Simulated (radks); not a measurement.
Q: Radial electron density D(r) = 4 pi r^2 rho(r) of an atom or ion with 25 electrons. Method: Dirac Kohn-Sham, Slater X-alpha with alpha = 0.667, spin-unpolarised, spherical densities, finite nucleus; Fermi nuclear charge, rms radius of each element as measured or else 0.836 A^(1/3) + 0.57 fm; computed with a radial shooting solver on a logarithmic mesh with Libxc functionals.

| r (bohr) | D(r) (e/bohr) |
|---|---|
| 0.008434 | 7.306 |
| 0.01107 | 10.87 |
| 0.01441 | 15.36 |
| 0.01892 | 20.78 |
| 0.02464 | 26.05 |
| 0.03234 | 30.14 |
| 0.04245 | 31.36 |
| 0.05527 | 29.32 |
| 0.07255 | 25.74 |
| 0.09447 | 24.54 |
| 0.124 | 28.21 |
| 0.1615 | 33.66 |
| 0.2119 | 33.76 |
| 0.276 | 25.48 |
| 0.3622 | 15.53 |
| 0.4717 | 13.19 |
| 0.6191 | 16.08 |
| 0.8061 | 15.56 |
| 1.058 | 10.17 |
| 1.378 | 4.955 |
| 1.808 | 2.129 |
| 2.355 | 1.035 |
| 3.091 | 0.4770 |
| 4.025 | 0.1639 |
| 5.283 | 0.03136 |
| 6.879 | 0.003046 |
| 9.029 | 0.0001053 |

What is the nuclear charge?

A: Z = 26. The innermost maximum, from 1s, lies near gamma/Z bohr with gamma = sqrt(1 - (Z/c)^2) = 0.982, here 0.0378 bohr (found: 0.0408), and its height grows with Z. The density is that of the iron ion Fe+ in [Ar] 3d6 4s1; the configuration itself is not fixed sharply by these data, and Z only to about a unit. D(r) has 3 maxima, at r = 0.0408, 0.186, 0.692 bohr, and minima at 0.0893, 0.442 bohr, inside which lie 2.12, 10.67 electrons.
